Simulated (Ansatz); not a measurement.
Input file for Ansatz (a first-principles code): U-CCSD(T)/cc-pV(D+d)Z on AlClFH (SMILES [F][AlH][Cl]), a point of a bond scan (R = 3.578 Å). Files ending in .json are basis or fitting sets from the Basis Set Exchange.

Ansatz 0.2 input:
```yaml
crystal:
  periodic: [false, false, false]
  atoms:
    - {symbol: Al, position_ang: [-0.56121200, 0.17720720, -0.47070291]}
    - {symbol: H, position_ang: [-3.30872417, -1.08124580, -2.38541919]}
    - {symbol: F, position_ang: [-0.21592676, 1.78615354, -0.49600494]}
    - {symbol: Cl, position_ang: [0.64675761, -1.05936054, 0.69919827]}
basis:
  gaussian:
    orbitals: cc-pV_D+d_Z.json
correlation: {method: ccsd_t, electrons: outside_noble_gas}
scf: {omitted_lower_state_checks: [cluster_reference]}
magnetization: {spin_polarized: true, initial_magnetization: 0}
```

The log:

```
WARN ansatz: RAYON_NUM_THREADS=1 ignored (pool sized by the plan → 1); use --threads N
Functional definition: HF
these checks for a lower state are left out or cut short: cluster_reference
integrals: 0.06 GiB planned
658 factors; integrals over basis functions are off by at most 6.4e-4 eV
mean field: 0.22 GiB planned
mean field evaluation 1: about -21804.9487 eV, gradient 2.1e1 eV
mean field evaluation 2: about -21804.9666 eV, gradient 2.1e1 eV
mean field evaluation 4: about -21807.0382 eV, gradient 1.1e0 eV
mean field evaluation 8: about -21807.0652 eV, gradient 1.6e-4 eV
mean field evaluation 16: about -21809.2939 eV, gradient 2.8e0 eV
mean field evaluation 32: about -21809.6204 eV, gradient 2.7e-1 eV
mean field evaluation 64: about -21809.6154 eV, gradient 2.1e-1 eV
mean field -21809.62198061 eV, -801.4888246947 hartree, gradient 2.1e-6 eV, S^2 0.971172; 4 other end points of the search recorded, 0 dependent functions left out
11 core orbitals not correlated
reference -21809.62198061 eV, -801.4888246947 hartree; 9, 9 occupied and 45, 45 virtual orbitals, 658 factors
second order -9.95304386 eV of doubles, -0.00000000 eV of singles
coupled cluster: 0.19 GiB planned
cycle   1  -10.14100798 eV  change   -1.9e-1 eV  update   7.7e-2
cycle   2  -10.33984672 eV  change   -2.0e-1 eV  update   2.5e-2
cycle   3  -10.41025622 eV  change   -7.0e-2 eV  update   1.6e-2
cycle   4  -10.40945713 eV  change    8.0e-4 eV  update   6.0e-3
cycle   5  -10.40662764 eV  change    2.8e-3 eV  update   4.3e-3
cycle   6  -10.40809081 eV  change   -1.5e-3 eV  update   3.7e-3
cycle   7  -10.41036978 eV  change   -2.3e-3 eV  update   3.4e-3
cycle   8  -10.41462655 eV  change   -4.3e-3 eV  update   3.1e-3
cycle   9  -10.42070726 eV  change   -6.1e-3 eV  update   2.4e-3
cycle  10  -10.42286231 eV  change   -2.2e-3 eV  update   1.3e-3
cycle  11  -10.42407284 eV  change   -1.2e-3 eV  update   6.0e-4
cycle  12  -10.42460873 eV  change   -5.4e-4 eV  update   3.0e-4
cycle  13  -10.42467173 eV  change   -6.3e-5 eV  update   1.4e-4
cycle  14  -10.42464659 eV  change    2.5e-5 eV  update   6.3e-5
cycle  15  -10.42462429 eV  change    2.2e-5 eV  update   3.0e-5
cycle  16  -10.42461282 eV  change    1.1e-5 eV  update   1.2e-5
coupled cluster: 0.19 GiB planned
perturbative correction -0.21408210 eV, -0.0078673720 hartree
Total energy: -21820.26067553 eV, -801.8797895219 hartree
Checks for a lower state left out: cluster_reference
```

Self-consistency was reached. Its determinant has ⟨S²⟩ = 0.97, a mixture of spin states.

Cost: roughly 4 core-seconds.
